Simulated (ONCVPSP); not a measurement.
## Before and after: ONCV potential for silicon

Si, optimised norm-conserving Vanderbilt (ONCV), made with ONCVPSP 4.0.1 (PBE, scalar-relativistic). Core [He], reference 2s2 2p6 3s2 3p1 (charge +1). Waves: 2s+3s: rc 1.05 bohr, ncon 4, nbas 7, qcut 11.7 1/bohr, 2 projectors; 2p+3p: rc 0.90 bohr, ncon 4, nbas 8, qcut 15.6 1/bohr, 2 projectors. Local part: polynomial inside 0.75 bohr (lpopt 4, dvloc0 3 Ha). Core correction: Teter function, fcfact 1.75, rcfact 1.2.

All-electron outer shells of the reference configuration (PBE, scalar-relativistic, ld1.x):

```json
{"shell": "1s", "level (eV)": "-1795.62", "outermost node (bohr)": "–", "outermost maximum (bohr)": "0.07"}
{"shell": "2s", "level (eV)": "-149.00", "outermost node (bohr)": "0.15", "outermost maximum (bohr)": "0.45"}
{"shell": "2p", "level (eV)": "-105.08", "outermost node (bohr)": "–", "outermost maximum (bohr)": "0.39"}
{"shell": "3s", "level (eV)": "-19.03", "outermost node (bohr)": "0.72", "outermost maximum (bohr)": "1.75"}
{"shell": "3p", "level (eV)": "-11.66", "outermost node (bohr)": "0.71", "outermost maximum (bohr)": "2.04"}
```

Change: p: rc 1.

Cutoffs: the cutoffs (Ha) at which the residual kinetic energy of the hardest occupied pseudo-wave falls to 1 and 0.1 mHa per electron; they do not see the model core or the augmentation charge, which bear on the density cutoff. Errors are all-electron minus pseudo energies relative to the spin-unpolarised reference configuration.

**Question.** How do hardness, ghosts and transferability respond?

**Answer.** The potential gets softer (96 Ha and 109 Ha → 88 Ha and 100 Ha); the errors of the 4 common tests hardly move; neither file shows a bound ghost. A larger radius leaves more room for a smooth pseudo-wave, so fewer plane waves are needed.

```tsv
quantity	base	changed
cutoff, loose	96 Ha	88 Ha
cutoff, tight	109 Ha	100 Ha
loose cutoff by channel	s 33 Ha, p 96 Ha	s 33 Ha, p 88 Ha
bound ghosts	none	none
GHOST(+) flags under 300 eV	none	none
error for 2s2 2p6 3s2 3p2, meV [ΔE -7.74 eV]	+0.3	+0.4
error for 2s2 2p6 3s2 3p0, meV [ΔE 15.99 eV]	+0.9	+0.9
error for 2s2 2p6 3s1 3p0, meV [ΔE 49.96 eV]	-1.3	-1.4
error for 2s2 2p6 3s1 3p3, meV [ΔE -0.93 eV]	+0.5	+0.6
s: phases at 1.06 bohr within 0.05 rad from the reference energy up to (Ha; the scan ends near 5)	to the end of the scan	to the end of the scan
rms error of d²Exc/dni dnj with the model core, mHa	1.55	1.35
```
